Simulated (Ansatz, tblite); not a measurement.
Species of one formula, B$_{7}$H$_{6}$Br²⁻ (singlet), each relaxed with r2SCAN-D4/def2-SVPD in Ansatz.

The xTB rows come from tblite. B3LYP takes the VWN-RPA correlation. Correlated methods freeze 16 core orbitals; core or outer-core shells of Br are correlated, in sets that lack core-valence functions. A multiply charged anion in the gas phase is held together partly by the finite basis.

A: At PBE-D4/def2-TZVPD, r2SCAN-D4/def2-TZVPD, B3LYP-D4/def2-TZVPD, PBE0-D4/def2-TZVPD and others the highest occupied level of the charge -2 singlet lies above zero (up to 2.97 eV). The electron is either unbound and held by the finite basis, or the level is raised by self-interaction error. B: At PBE-D4/def2-TZVPD, r2SCAN-D4/def2-TZVPD, B3LYP-D4/def2-TZVPD, PBE0-D4/def2-TZVPD and others the highest occupied level of the charge -2 singlet lies above zero (up to 3.00 eV). The electron is either unbound and held by the finite basis, or the level is raised by self-interaction error.

Other spin states weren't relaxed.

A: [closo-1-(Br)B7H6]2- (B7H6Br²⁻)

```xyz
14

B     1.145    0.159   -0.830
B     0.834    0.995    0.584
B     0.443   -0.756    0.545
B    -1.284   -0.610    0.078
B    -0.667    0.520    1.145
B    -0.516    0.881   -0.635
B    -0.163   -0.833   -1.142
Br    1.352   -2.309    1.663
H     2.157    0.244   -1.505
H     1.579    1.797    1.121
H    -2.355   -1.183    0.181
H    -1.210    0.915    2.163
H    -1.042    1.779   -1.281
H    -0.274   -1.598   -2.086
```

B: [closo-2-(Br)B7H6]2- (B7H6Br²⁻)

```xyz
14

B     0.9325    0.9165    0.5008
B     0.6051   -0.6056    1.0066
B     0.7690   -0.3811   -0.7968
B    -1.0150   -0.1281   -1.0390
B    -0.5767   -1.2726    0.0910
B    -0.8424    0.4545    0.6746
B    -0.0818    1.2257   -0.7856
Br    1.5576   -1.5589    2.5917
H     1.7549    1.6887    0.9629
H     1.6208   -0.8261   -1.5566
H    -1.8764   -0.2851   -1.8931
H    -1.0557   -2.3883    0.1999
H    -1.6803    0.8856    1.4576
H    -0.1117    2.2747   -1.4140
```

**Question.** Estimate which lies lowest at each level, and how far above it the others are (kJ/mol).

**Answer.** 
```tsv
level	A	B
GFN1-xTB	9.7	0.0
GFN2-xTB	5.2	0.0
HF/def2-SVPD	5.5	0.0
PBE-D4/def2-TZVPD	0.0	0.2
r2SCAN-D4/def2-TZVPD	0.0	1.4
B3LYP-D4/def2-TZVPD	1.9	0.0
PBE0-D4/def2-TZVPD	0.0	0.0
BHLYP-D4/def2-TZVPD	2.9	0.0
B2PLYP/def2-TZVPD	3.2	0.0
RPA@PBE/def2-SVPD	1.9	0.0
MP2/def2-SVPD	0.0	0.7
```
Point groups (tolerance 0.1 Å): A C5v, B C2v.
